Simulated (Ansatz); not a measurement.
`CB(Cl)CBr` → `C[B]Cl`• + `[CH2]Br`• at 700 K and 1 bar (homolysis of the B–C bond).

Calculated with Ansatz (gas phase, PBE0-D4/def2-TZVP geometries, no zero-point term in ΔE). CCSD(T)/CBS adds triple-zeta CCSD(T) − MP2 to the extrapolated MP2 energy (def2 sets, frozen cores). Open shells (•) are unrestricted, without spin–orbit coupling. For Br outer-core shells are correlated without core-valence functions, which leaves a few kJ/mol of doubt a bond. Scalar relativity is left out up to krypton. One conformer a species, not always the lowest.

```json
{"species": "`CB(Cl)CBr`", "CCSD(T)/CBS energy (Eh)": "-3137.06715", "H − E (kJ/mol)": "257.9", "S (J/(mol·K))": "470.8"}
{"species": "`C[B]Cl`•", "CCSD(T)/CBS energy (Eh)": "-524.39586", "H − E (kJ/mol)": "147.8", "S (J/(mol·K))": "351.2"}
{"species": "`[CH2]Br`•", "CCSD(T)/CBS energy (Eh)": "-2612.50059", "H − E (kJ/mol)": "92.0", "S (J/(mol·K))": "305.0"}
```

H − E and S are ideal-gas, rigid-rotor, harmonic terms from PBE0-D4/def2-TZVP, for one conformer and one mirror image of each species, with the whole ground term of open shells counted as degenerate. 1 Eh = 2625.50 kJ/mol, R = 8.31446 J/(mol·K).

Task: By hand: ΔE, ΔH, ΔS and ΔG.

Result: ΔE = (-524.39586) + (-2612.50059) − (-3137.06715) = 0.17070 Eh = 448.2 kJ/mol. Δ(H − E) = 147.8 + 92.0 − 257.9 = -18.1, so ΔH = 430.1 kJ/mol. ΔS = 351.2 + 305.0 − 470.8 = 185.4 J/(mol·K). ΔG = 430.1 − 700 × (185.4)/1000 = 300.3 kJ/mol.

Task: By hand: the equilibrium constant, and the temperature at which ΔG would vanish if ΔH and ΔS stayed fixed.

Result: log₁₀ K = −ΔG/(RT ln 10) = -22.4. ΔG = 0 at ΔH/ΔS = 2320 K.

The number of gas molecules changes by +1, which sets the sign of ΔS. A doubt of 5 kJ/mol in ΔE shifts log₁₀ K by 0.4 here. Other conformers and mirror images would add mixing entropy, several J/(mol·K) or more a flexible species. These are equilibria of isolated gas molecules and say nothing of rates. Largest T1 diagnostic: 0.014 (customary marks: 0.02 for closed shells, 0.045 for open ones).
